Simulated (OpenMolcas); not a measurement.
**GaCl: a line through the functionals**

GaCl: 2 atoms, total charge 0, spin state singlet. As SMILES, `[Cl][Ga]`. The coordinates come from a PBE0-D4/def2-TZVP relaxation.

The dipole moment y, in D, basis cc-pVTZ; a is the functional's share of exact exchange. Programs: OpenMolcas 26.06.

| functional | program | a | y (D) |
| --- | --- | --- | --- |
| TPSS | OpenMolcas | 0 | 2.19 |
| PBE | OpenMolcas | 0 | 2.19 |
| B3LYP | OpenMolcas | 0.2 | ? |
| PBE0 | OpenMolcas | 0.25 | 2.34 |
| BHLYP | OpenMolcas | 0.5 | 2.50 |

Problem. Fit y = c + s·a to the known rows and predict B3LYP.

Solution. 
1. Means of the 4 rows: a = 0.1875, y = 2.305.
2. Σ(Δa)² = 0.17188, Σ(Δa·Δy) = 0.10625, so the slope is 0.10625/0.17188 = 0.61816.
3. Intercept: 2.305 − (0.61816) × 0.1875 = 2.189. The largest residual of the fit is 0.004.
4. B3LYP: 2.189 + (0.61816) × 0.2 = 2.31 D.

The run gave 2.39 D, so the prediction is off by -0.08 D, more than the scatter of the fit. More exact exchange makes the molecule more polar here. The rows mix families of semi-local functionals, which the line can't see.
